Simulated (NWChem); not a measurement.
Program: NWChem. System: H₃AlS₂, charge 0, spin multiplicity 1, at a geometry optimised with PBE/def2-SVP. The structure started from a generated list of species. Level: MP2/aug-pcseg-1, 15 core orbitals frozen.

NWChem printed:

```
             Northwest Computational Chemistry Package (NWChem) 7.3.0
             --------------------------------------------------------

                                NWChem Input Module
                                -------------------

 Scaling coordinates for geometry "geometry" by  1.889725989
 (inverse scale =  0.529177249)

 Turning off AUTOSYM since
 SYMMETRY directive was detected!

                             Geometry "geometry" -> ""
                             -------------------------

 Output coordinates in angstroms (scale by  1.889725989 to convert to a.u.)

  No.       Tag          Charge          X              Y              Z
 ---- ---------------- ---------- -------------- -------------- --------------
    1 Al                  13.0000     0.00000000     0.00000000     0.75120300
    2 H                    1.0000     0.00000000     0.00000000     2.34385400
    3 S                   16.0000    -1.86048900     0.00000000    -0.42208700
    4 H                    1.0000    -2.63753100     0.00000000     0.69864700
    5 S                   16.0000     1.86048900     0.00000000    -0.42208700
    6 H                    1.0000     2.63753100     0.00000000     0.69864700

 Effective nuclear repulsion energy (a.u.)     167.6153897212

            Nuclear Dipole moment (a.u.)
            ----------------------------
        X                 Y               Z
 ---------------- ---------------- ----------------
     0.0000000000     0.0000000000     0.0000056692

      Symmetry information
      --------------------

 Group name             C2v
 Group number             16
 Group order               4
 No. of unique centers     4

      Symmetry unique atoms

     1    2    3    4


 Summary of "ao basis" -> "" (spherical)
 ------------------------------------------------------------------------------
       Tag                 Description            Shells   Functions and Types
 ---------------- ------------------------------  ------  ---------------------
 *                        aug-pcseg-1                 on all atoms

 Summary of "ao basis" -> "ao basis" (spherical)
 ------------------------------------------------------------------------------
       Tag                 Description            Shells   Functions and Types
 ---------------- ------------------------------  ------  ---------------------
 Al                       aug-pcseg-1               11       27   5s4p2d
 H                        aug-pcseg-1                5        9   3s2p
[...]
    1 Al  13    11.46   2.00  2.00  0.71 -0.30 -0.05  6.00  1.22 -0.19  0.00  0.14 -0.07
    2 H    1     1.35   0.73  0.53  0.05  0.01  0.02
    3 S   16    16.95   2.00  2.00  1.11  0.86  0.09  5.99  3.21  1.52  0.09  0.05  0.03
    4 H    1     0.64   0.70  0.00 -0.02  0.02 -0.06
    5 S   16    16.95   2.00  2.00  1.11  0.86  0.09  5.99  3.21  1.52  0.09  0.05  0.03
    6 H    1     0.64   0.70  0.00 -0.02  0.02 -0.06

       Multipole analysis of the density wrt the origin
       ------------------------------------------------

     L   x y z        total         open         nuclear
     -   - - -        -----         ----         -------
     0   0 0 0     -0.000000      0.000000     48.000000

     1   1 0 0     -0.000000      0.000000      0.000000
     1   0 1 0     -0.000000      0.000000      0.000000
     1   0 0 1      0.861465      0.000000      0.000006

     2   2 0 0    -30.897825      0.000000    445.235148
     2   1 1 0      0.000000      0.000000      0.000000
     2   1 0 1      0.000000      0.000000      0.000000
     2   0 2 0    -31.337526      0.000000      0.000000
     2   0 1 1      0.000000      0.000000      0.000000
     2   0 0 2    -31.787491      0.000000     69.660330

                   NWChem MP2 Semi-direct Energy/Gradient Module
                   ---------------------------------------------

  Basis functions       =    108
  Molecular orbitals    =    108
  Frozen core           =     15
  Frozen virtuals       =      0
  Active alpha occupied =      9
  Active beta occupied  =      9
  Active alpha virtual  =     84
  Active beta virtual   =     84
  Use MO symmetry       = T
  Use skeleton AO sym   = T

  AO/Fock/Back tols     =   1.0D-09  1.0D-09  1.0D-09

 GA uses MA = F    GA memory limited = T

 Available:
  local mem=  1.26D+08
 global mem=  1.44D+08
 local disk=  0.00D+00
  mp2_memr nvloc                    84
  nvloc new                    84
   1 passes of   9:        3145728                      43072                  14799819.
   1 passes of   9: M    126152687           G      144155872           F     123006959.

 Semi-direct pass number   1 of   1  for RHF alpha+beta  at        0.9s
  vrange nnbf                  5750
  mp2_eaftype                    56  avail_ma_in_mb                  1099
 EAF : mp2_eaftype filesize          56    7399910.
  mp2_eaf for mointskh                     56
Node 0 wrote     34.8 Mb in      0.0 s     Agg I/O rate:  8005.5 Mb/s
 Done moints_semi at        2.8s
  mp2_eaftype                    56  avail_ma_in_mb                  1043
 EAF : mp2_eaftype filesize          56    7399910.
  mp2_eaf for kh                    56
 Done maket at        2.9s
 Done multipass loop at        2.9s

          -------------------------------------------
          SCF energy               -1038.743416438196
          Correlation energy          -0.336109560003
          Singlet pairs               -0.218958419385
          Triplet pairs               -0.117151140618
          Total MP2 energy         -1039.079525998199
          -------------------------------------------

          ---------------------------------------------------
                    Spin Component Scaled (SCS) MP2
          Same spin pairs                     -0.078100760412
          Same spin scaling factor             0.333333333333
          Opposite spin pairs                 -0.258008799591
          Opposite spin scaling fact.          1.200000000000
          SCS-MP2 correlation energy          -0.335644146313
          Total SCS-MP2 energy             -1039.079060584509
          ---------------------------------------------------

 -----------------------
 Performance information
 -----------------------

 Timer overhead =  1.19D-07 seconds/call

               Nr. of calls         CPU time (s)                 Wall time (s)                GFlops
             ---------------    -------------------     ------------------------------   -------------------
Name         Min   Avg   Max    Min     Avg     Max     Min     Avg     Max   Mx/calls   Min     Max     Sum
mp2: moin     1     1     1    1.9     1.9     1.9      1.9     1.9     1.9     1.9      0.0     0.0     0.0
mp2: make     1     1     1   7.82E-2 7.82E-2 7.82E-2  7.82E-2 7.82E-2 7.82E-2 7.82E-2   0.0     0.0     0.0
mp2: tota     1     1     1    2.0     2.0     2.0      2.0     2.0     2.0     2.0      0.0     0.0     0.0

 The average no. of pstat calls per process was 3.00D+00
 with a timing overhead of 3.57D-07s

 Task  times  cpu:        2.9s     wall:        2.9s

 Total times  cpu:        2.9s     wall:        2.9s
```

### Question
Write an NWChem input that would produce this output.

### Answer
This is not unique; one that fits is 
```
start mol
memory heap 200 mb stack 900 mb global 1100 mb
geometry units angstroms nocenter noautoz
  Al     0.000000     0.000000     0.751203
  H      0.000000     0.000000     2.343854
  S     -1.860489     0.000000    -0.422087
  H     -2.637531     0.000000     0.698647
  S      1.860489     0.000000    -0.422087
  H      2.637531     0.000000     0.698647
  symmetry group C2v
end
basis spherical
  * library aug-pcseg-1
end
scf
  rhf
  nopen 0
  maxiter 100
  thresh 1e-7
  semidirect memsize 60000000 filesize 0
end
mp2
  freeze core 15
end
task mp2 energy
```
